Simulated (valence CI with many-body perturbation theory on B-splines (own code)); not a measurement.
Level structure of Lu XLI

Computed by valence CI with perturbative core correlation (CI+MBPT): three valence electrons over a frozen Dirac-Fock core [Ar] 3d10, a basis of 11 s, 11 p, 10 d, 8 f, 5 g, 2 h functions for each j, with the one-electron correlation potential Σ1 (screened to all orders), the two-electron term Σ2, the three-electron term Σ3, Breit, model QED; selected single and double excitations, second order for the rest, scaled by the run's own slope (own B-spline code, finite nucleus).

The last digits are not significant, and no measured levels were compared; by estimate large intervals hold to a few tenths of a per cent, small ones and those within an open d or f shell to about a per cent.

Levels 1 to 45 of 196, with energies above the lowest level, (4s^2 4p1/2) J=1/2. "Leading %" is the weight of the configuration and term that name the level; weights of strongly mixed levels are sums over their largest components and can fall short. In the jj column 3d3/2^4 stands for four electrons in 3d with j = 3/2.

```csv
No.,Configuration,Term,J,E (eV),Leading %,Leading jj,Second component
1,4s²4p,²P°,1/2,0.00,99,4s^2 4p1/2 (99 %),
2,4s²4p,²P°,3/2,78.66,99,4s^2 4p3/2 (99 %),
3,4s4p²,⁴P,1/2,89.17,60,4s 4p1/2^2 (97 %),27 % 4s4p² ²S
4,4s4p²,⁴P,3/2,155.76,92,4s 4p1/2 4p3/2 (99 %),6 % 4s4p² ²D
5,4s4p²,²D,5/2,163.54,57,4s 4p1/2 4p3/2 (98 %),42 % 4s4p² ⁴P
6,4s4p²,²D,3/2,174.71,65,4s 4p1/2 4p3/2 (94 %),29 % 4s4p² ²P
7,4s4p²,²P,1/2,177.35,71,4s 4p1/2 4p3/2 (96 %),26 % 4s4p² ⁴P
8,4s²4d,²D,3/2,228.29,92,4s^2 4d3/2 (92 %),7 % 4s4p² ²P
9,4s4p²,⁴P,5/2,233.97,43,4s 4p3/2^2 (67 %),33 % 4s²4d ²D
10,4s²4d,²D,5/2,250.63,65,4s^2 4d5/2 (65 %),20 % 4s4p² ²D
11,4s4p²,²S,1/2,256.02,69,4s 4p3/2^2 (98 %),16 % 4s4p² ²P
12,4s4p²,²P,3/2,259.77,62,4s 4p3/2^2 (94 %),28 % 4s4p² ²D
13,4p³,²P°,3/2,264.54,45,4p1/2^2 4p3/2 (94 %),27 % 4p³ ²D°
14,4s4p4d,⁴F°,3/2,298.81,80,4s 4p1/2 4d3/2 (98 %),15 % 4s4p4d ²D°
15,4s4p4d,⁴F°,5/2,304.96,50,4s 4p1/2 4d3/2 (92 %),22 % 4s4p4d ²F°
16,4s4p4d,⁴D°,1/2,317.47,63,4s 4p1/2 4d3/2 (97 %),29 % 4s4p4d ²P°
17,4s4p4d,⁴D°,3/2,318.08,38,4s 4p1/2 4d3/2 (87 %),23 % 4s4p4d ⁴P°
18,4s4p4d,⁴P°,5/2,322.54,34,4s 4p1/2 4d5/2 (93 %),26 % 4s4p4d ⁴D°
19,4s4p4d,⁴F°,7/2,327.33,51,4s 4p1/2 4d5/2 (94 %),26 % 4s4p4d ²F°
20,4p³,⁴S°,3/2,328.79,30,4s 4p1/2 4d5/2 (52 %),26 % 4s4p4d ²D°
21,4s4p4d,²F°,5/2,330.64,23,4s 4p1/2 4d5/2 (75 %),22 % 4p³ ²D°
22,4p³,²D°,5/2,346.02,63,4p1/2 4p3/2^2 (63 %),34 % 4s4p4d ²F°
23,4p³,²D°,3/2,348.39,31,4p1/2 4p3/2^2 (52 %),22 % 4p³ ⁴S°
24,4p³,²P°,1/2,348.64,94,4p1/2 4p3/2^2 (94 %),5 % 4s4p4d ²P°
25,4s4p4d,⁴D°,5/2,385.14,49,4s 4p3/2 4d3/2 (92 %),20 % 4s4p4d ⁴F°
26,4s4p4d,⁴D°,3/2,385.43,42,4s 4p3/2 4d3/2 (98 %),39 % 4s4p4d ⁴P°
27,4s4p4d,⁴P°,1/2,385.48,87,4s 4p3/2 4d3/2 (98 %),12 % 4s4p4d ⁴D°
28,4s4p4d,⁴F°,7/2,387.07,40,4s 4p3/2 4d3/2 (77 %),31 % 4s4p4d ⁴D°
29,4s4p4d,⁴F°,9/2,392.02,100,4s 4p3/2 4d5/2 (100 %),
30,4s²4f,²F°,5/2,392.82,56,4s^2 4f5/2 (56 %),26 % 4s4p4d ²F°
31,4s4p4d,²D°,3/2,397.66,63,4s 4p3/2 4d3/2 (62 %),25 % 4s4p4d ⁴P°
32,4s²4f,²F°,7/2,400.87,62,4s^2 4f7/2 (62 %),24 % 4s4p4d ⁴D°
33,4s4p4d,²D°,5/2,402.97,46,4s 4p3/2 4d5/2 (98 %),38 % 4s4p4d ⁴P°
34,4s4p4d,²D°,3/2,404.08,31,4s 4p3/2 4d5/2 (43 %),21 % 4s4p4d ²P°
35,4p²4d,⁴F,3/2,404.26,38,4p1/2^2 4d3/2 (98 %),28 % 4p²4d ²D
36,4s4p4d,²P°,1/2,406.86,75,4s 4p3/2 4d3/2 (90 %),20 % 4s4p4d ⁴D°
37,4s4p4d,²F°,7/2,409.99,86,4s 4p3/2 4d5/2 (83 %),9 % 4s4p4d ⁴D°
38,4s²4f,²F°,5/2,414.88,34,4s 4p3/2 4d3/2 (54 %),30 % 4s4p4d ²F°
39,4s4p4d,²P°,1/2,420.74,89,4s 4p3/2 4d5/2 (90 %),4 % 4s4p4d ⁴D°
40,4s4p4d,²F°,7/2,423.29,51,4s 4p3/2 4d5/2 (62 %),30 % 4s²4f ²F°
41,4s4p4d,²P°,3/2,424.24,79,4s 4p3/2 4d5/2 (96 %),6 % 4s4p4d ⁴D°
42,4p²4d,²D,5/2,425.88,28,4p1/2^2 4d5/2 (94 %),22 % 4p²4d ⁴D
43,4s4p4d,²D°,5/2,428.60,50,4s 4p3/2 4d5/2 (84 %),36 % 4s4p4d ²F°
44,4p³,²P°,3/2,436.59,36,4p3/2^3 (67 %),22 % 4p³ ²D°
45,4p²4d,²F,5/2,471.18,38,4p1/2 4p3/2 4d3/2 (75 %),35 % 4p²4d ⁴F
```

The ionisation energy to 4s² ¹S0 of the next ion comes out as 1933.8 eV (NIST: 1933 ± 4 eV (theoretical)). All 196 levels together are meant to be complete up to 736.34 eV.
